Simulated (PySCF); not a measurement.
**Correlation energy of Cu²⁺ (copper, charge +2)**

[Ar] 3d9, 2D determinant. All numbers are calculated (PySCF 2.14, the spin-free X2C one-electron Hamiltonian (Gaussian nucleus), in ANO-RCC-VTZP (6s5p3d2f1g, 59 functions)). Frozen: [Ne]; 17 electrons correlated.

```json
{"level": "CCSD", "correlation energy (mhartree)": "-648.29"}
{"level": "(T)", "correlation energy (mhartree)": "-10.47"}
{"level": "CCSD(T)", "correlation energy (mhartree)": "-658.76"}
```

Diagnostics: T1 = 0.0090, D1 = 0.0179, largest double amplitude 0.019.

**Question.** Is a single reference adequate?

**Answer.** Yes: T1 lies below 0.03 and no double amplitude reaches 0.07.
